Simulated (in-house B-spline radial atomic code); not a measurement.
## Solving the quasi-particle equation for 1s of Be²⁺

Configuration 1s2, start PBE0, empty levels kept to 360 hartree. Computed with an all-electron radial atomic-structure program (B-spline basis): all electrons, non-relativistic, point nucleus, each spin shell either full or empty, empty states to l = 9 with an (l + 1/2)⁻⁴ tail; G0W0 by contour deformation at full frequency.

Relativity, left out, deepens the 1s level by about Z⁴α²/8 hartree.

At the mean-field level ε = -137.941 eV the matrix elements are Σx = -61.723 eV, v_xc = -45.344 eV and Σc(ε) = 0.478 eV, and the slope of the correlation self-energy is dΣc/dω = -0.0179. The quasi-particle energy solves E = ε + Σx − v_xc + Σc(E).

(1) What does the linearised equation give?

(2) How does that compare with the full solution and with static screening?

Results:

(1) Z = 1/(1 − dΣc/dω) = 1/1.0179 = 0.9824. The first-order shift is Σx − v_xc + Σc(ε) = -61.723 − (-45.344) + (0.478) = -15.901 eV, so E ≈ ε + Z × shift = -137.941 + 0.9824 × (-15.901) = -153.562 eV.

(2) Solving the equation at full frequency dependence gives E = -153.540 eV, where Σc = 0.780 eV and the weight is 0.979; the linearised value is off by 23 meV. Leaving Z out would give -153.842 eV. Static COHSEX puts -2.208 eV in place of Σc and gives -156.528 eV, 2.99 eV deeper.
